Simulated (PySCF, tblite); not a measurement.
A set of runs on `[PH3+][BH2-]C(Cl)(Cl)Cl`; the geometry of each is named by its level. Settings lines and outputs come from a driver script.

Compound: CH5BCl3P.
Atom-mapped SMILES: `[PH3+:1][BH2-:2][C:3]([Cl:4])([Cl:5])[Cl:6]` (hydrogens: H7, H8, H9 on P1; H10, H11 on B2)

Step 1: GFN2-xTB geometry optimisation, gas phase (tblite 0.8.0) (from a force-field or distance-geometry start)
```json
{"job": {"kind": "relax", "xc": "GFN2-xTB", "basis": "xTB"}, "charge": 0, "multiplicity": 1}
```
```
step      E/eV     max force
  0    -600.76549    1.360
  1    -600.85709    0.900
  2    -601.01875    0.957
...
 47    -601.22630    0.032
 48    -601.22635    0.019
 49    -601.22637    0.012
 50    -601.22638    0.012
 51    -601.22640    0.008
```

Energy lowered by 10.6 kcal/mol over 51 steps; largest atomic force 0.008 eV/Å at the end. «max force» is the largest atomic force in eV/Å.

Step 2: GFN2-xTB harmonic vibrations, gas phase (tblite 0.8.0) (on the GFN2-xTB geometry)
```json
{"job": {"kind": "ir", "xc": "GFN2-xTB", "basis": "xTB"}, "charge": 0, "multiplicity": 1}
```
```
(table of modes left out)
```

27 modes from 66 to 2523 cm⁻¹ (unscaled, harmonic); zero-point energy 36.0 kcal/mol; all wavenumbers are real at this level.

Step 3: PBE0-D3(BJ)/def2-SVP geometry optimisation, gas phase (PySCF 2.14.0) (from the GFN2-xTB geometry)
```json
{"job": {"xc": "PBE0", "basis": "def2-SVP", "d3": "d3bj", "grid": 1, "shake": 0.01, "kind": "geom"}, "charge": 0, "multiplicity": 1}
```
```
step   0  E = -1786.64603685  max force = 0.028790
step   1  E = -1786.65400304  max force = 0.007509
step   2  E = -1786.65474587  max force = 0.002735
step   3  E = -1786.65513674  max force = 0.001461
...
step   9  E = -1786.65552626  max force = 0.001179
step  10  E = -1786.65556008  max force = 0.000845
step  11  E = -1786.65557782  max force = 0.000306
step  12  E = -1786.65558122  max force = 0.000211
optimisation converged
```

Final energy -1786.65558 Eh after 12 steps; dipole 5.35 D. Energies in Eh; «max force» is the largest Cartesian gradient component in Eh/bohr.

Step 4: TDDFT CAM-B3LYP/def2-SVPD, vertical, gas phase, core orbitals frozen in the response (PySCF 2.14.0, density-fitted response routines) (on the PBE0-D3(BJ)/def2-SVP geometry)
```json
{"job": {"kind": "uv", "xc": "CAM-B3LYP", "basis": "def2-SVPD", "ip": true}, "charge": 0, "multiplicity": 1}
```
```
...
Static polarisability (au): isotropic 96.887, principal 88.903 92.125 109.633
Singlet excitations
state   eV       nm        f      main configurations
  1   6.4214    193.1   0.00628   H->L 0.55, H->L+1 0.13
  2   6.4238    193.0   0.00099   H-1->L 0.54, H-1->L+1 0.11, H-1->L+3 0.10
  3   6.6489    186.5   0.00505   H-2->L 0.53, H-2->L+1 0.09
  4   6.7134    184.7   0.00432   H-3->L 0.48, H-3->L+1 0.10
  5   7.2437    171.2   0.01748   H-1->L+2 0.28, H-1->L+5 0.20, H-7->L 0.10
  6   7.2948    170.0   0.01209   H-1->L+4 0.15, H-1->L+1 0.13, H-1->L+6 0.13
  7   7.4669    166.0   0.02646   H->L+2 0.44, H->L+5 0.16, H-2->L 0.12
  8   7.4981    165.4   0.03416   H->L+1 0.21, H->L+3 0.20, H->L+4 0.14
  9   7.6472    162.1   0.04112   H-3->L+3 0.17, H-2->L+2 0.15, H-3->L+1 0.14
 10   7.6927    161.2   0.01049   H-2->L+1 0.35, H-2->L+3 0.22
Triplet excitations (Tamm-Dancoff, eV): 5.8405 5.8454 6.0071 6.0459
Vertical ionisation energy (delta-SCF) = 10.4104 eV
```

HOMO -9.69 eV, LUMO 0.30 eV; lowest singlet 6.42 eV; lowest triplet 5.84 eV (Tamm–Dancoff); mean polarisability 96.9 au.

Question: Which step took the most CPU time, and about what did each take on one thread, Arm Neoverse V2 (aarch64), no GPU, on a shared host?

Answer: Step 4, about 69 % of the total. CPU time by step: 1: 0.34 s, 2: 0.37 s, 3: 99 s, 4: 3.8 min.

Geometry of the electronic-property runs (PBE0-D3(BJ)/def2-SVP):
```
atom  x, y, z in Å
P1     1.477   -0.111   -0.155
B2    -0.234    0.805   -0.027
C3    -1.395   -0.301    0.170
Cl4   -1.416   -1.480   -1.194
Cl5   -2.974    0.505    0.252
Cl6   -1.149   -1.246    1.683
H7     2.571    0.774   -0.279
H8     1.688   -0.980   -1.250
H9     1.888   -0.920    0.929
H10   -0.101    1.530    0.941
H11   -0.315    1.397   -1.088
```

 (This holds for the electronic-property runs.)
